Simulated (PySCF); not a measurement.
# Exercise with solution: oscillator strength and radiative lifetime

C₄H₅F₃, SMILES C(C(C)=C)(F)(F)F.

Coordinates come from a PBE0-D3(BJ)/def2-SVP optimisation.

TDA-B3LYP/def2-SVPD (PySCF) puts the first singlet state with f over 0.02 at 7.76 eV (vertical), with the transition dipole (-1.570, 0.563, 0.000) in atomic units.

Question: Find the oscillator strength, the wavelength and the radiative lifetime that this transition would have in vacuum if emission retraced absorption.

Answer: 
|μ|² = 2.7819 au, so |μ| = 4.24 D. ΔE = 7.76/27.211 = 0.2852 hartree. f = (2/3) ΔE |μ|² = 0.529 (the program prints 0.529).
λ = 1239.84/7.76 = 160 nm; ν = 62589 cm⁻¹.
Einstein's coefficient A = 0.6670 ν² f s⁻¹ (ν in cm⁻¹) = 1.4e9 s⁻¹, so τ = 1/A = 0.72 ns. This state is S2; the lower singlet has f = 0.010. The figure is the radiative limit of this one transition; relaxation, internal conversion, crossing to triplets and a medium change what is measured.
